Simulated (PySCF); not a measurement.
AlBr2H. Atoms are numbered in the order given.

```xyz
4

Al     0.0000     0.0000    -0.9374
H      0.0000     0.0000    -2.5023
Br     0.0000    -1.9394     0.2098
Br     0.0000     1.9394     0.2098
```

The structure is a stationary point at B3LYP-D3(BJ)/def2-SVP.

All values below come from B3LYP-D3(BJ)/def2-SVP (PySCF 2.14.0).

Frequencies are harmonic and unscaled.

```
mode  ν (cm⁻¹)  IR (km/mol)  moving atoms (share of kinetic energy)
----  --------  -----------  --------------------------------------
1          109          2.7                        Br 81 %, Al 19 %
2          361         28.7                        Al 63 %, Br 34 %
3          438         93.4                         H 82 %, Al 17 %
4          482         75.6                 Al 72 %, Br 20 %, H 8 %
5          655        250.7                         H 90 %, Al 10 %
6         2007        121.4                                  H 96 %
```
